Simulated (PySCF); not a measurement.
**Working out the ionisation energy of O²⁺**

O²⁺ [He] 2s2 2p2 (3P) → O³⁺ [He] 2s2 2p1 (2P). All numbers are calculated (PySCF 2.14, the non-relativistic Hamiltonian (point nucleus), in def2-QZVPPD (8s5p4d2f1g, 66 functions)). Frozen: nothing. Energies in hartree (1 hartree = 27.21139 eV):

| part | O²⁺ (lower) | O³⁺ (upper) |
| --- | --- | --- |
| UHF | -73.106088 | -71.099040 |
| MP2 opposite-spin | -0.087135 | -0.080728 |
| MP2 same-spin | -0.016508 | -0.005817 |

What does Hartree-Fock give?

(-71.099040) − (-73.106088) = 2.007048 hartree = 54.615 eV.

What do MP2 and SCS-MP2 (6/5 opposite-spin, 1/3 same-spin) give?

The opposite-spin parts differ by 0.174 eV and the same-spin parts by 0.291 eV. MP2: 54.615 + (0.174) + (0.291) = 55.080 eV. SCS-MP2: 54.615 + 1.2 × (0.174) + (0.291)/3 = 54.921 eV.

A first-order spin-orbit estimate adds -0.005 eV to MP2 (valence and next inner shell), giving 55.075 eV against 54.936 eV (semi-empirical (NIST evaluation); NIST Atomic Spectra Database, ionization energies).

What remains against the reference includes basis incompleteness and correlation beyond second order.
